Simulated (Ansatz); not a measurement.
A CCSD(T) single point on CH$_{4}$FNSi, SMILES `N=C[SiH2]F`.

```yaml
crystal:
  periodic: [false, false, false]
  atoms:
    - {symbol: N, position_ang: [-0.548064, 1.630019, -0.638273]}
    - {symbol: C, position_ang: [0.127151, 0.960971, 0.203101]}
    - {symbol: Si, position_ang: [0.232225, -0.917405, 0.225584]}
    - {symbol: F, position_ang: [-0.683085, -1.419369, -0.988597]}
    - {symbol: H, position_ang: [-1.027594, 1.015279, -1.301384]}
    - {symbol: H, position_ang: [0.676757, 1.540548, 0.955879]}
    - {symbol: H, position_ang: [1.619939, -1.388413, -0.000630]}
    - {symbol: H, position_ang: [-0.305128, -1.478632, 1.488519]}
basis:
  gaussian: {orbitals: def2-TZVPP}
correlation: {method: ccsd_t}
output: {orbitals: {seedname: orbitals}}
```

```sh
$ ansatz run in.yaml --threads 2 --pin off --events-out ev --progress --plain --max-ram 4352MiB
```

Output of Ansatz, abridged:

```
Functional definition: HF
  name "HF"
  cite "Fock, Z. Phys. 61, 126 (1930) doi:10.1007/BF01340294"
  parent pbe
  exchange = exact_x
  correlation = 0
1144 factors; integrals over basis functions are off by at most 1.1e-3 eV
mean field evaluation 1: about -13143.6115 eV, gradient 3.8e1 eV
mean field evaluation 2: about -13143.8191 eV, gradient 3.8e1 eV
mean field evaluation 4: about -13147.1159 eV, gradient 3.7e0 eV
mean field evaluation 8: about -13147.1830 eV, gradient 3.9e-1 eV
mean field evaluation 16: about -13147.1845 eV, gradient 1.3e-6 eV
mean field -13147.18447042 eV, -483.1501178061 hartree, gradient 1.3e-6 eV, S^2 0.000000; 0 other end points of the search recorded, 0 dependent functions left out; unrestricted orbitals would lower it
8 core orbitals not correlated: weight in the atoms' cores, before any rotation towards them, 1.000 or more for the frozen orbitals, at most 0.000 for the correlated occupied ones
reference -13147.18447042 eV, -483.1501178061 hartree; 12, 12 occupied and 171, 171 virtual orbitals, 1144 factors
second order -19.88717667 eV of doubles, -0.00000000 eV of singles
cycle   1  -20.04565024 eV  change   -1.6e-1 eV  update   9.9e-2
cycle   2  -20.55367540 eV  change   -5.1e-1 eV  update   3.1e-2
cycle   3  -20.67654616 eV  change   -1.2e-1 eV  update   1.5e-2
cycle   4  -20.66464606 eV  change    1.2e-2 eV  update   3.7e-3
cycle   5  -20.66484596 eV  change   -2.0e-4 eV  update   1.6e-3
cycle   6  -20.66585305 eV  change   -1.0e-3 eV  update   4.3e-4
cycle   7  -20.66574469 eV  change    1.1e-4 eV  update   2.0e-4
cycle   8  -20.66566822 eV  change    7.6e-5 eV  update   7.4e-5
cycle   9  -20.66568981 eV  change   -2.2e-5 eV  update   3.1e-5
cycle  10  -20.66568444 eV  change    5.4e-6 eV  update   1.0e-5
perturbative correction -0.78124012 eV, -0.0287100447 hartree
Total energy: -13168.63139497 eV, -483.9382777461 hartree
```

It took 75 s on 2 threads of an Arm Neoverse V1 on a shared host, with 2.1 GiB of host memory at the peak.

MP2 recovers 92.7 % of the CCSD(T) correlation energy and the triples give 3.6 %; T1 = 0.0125.
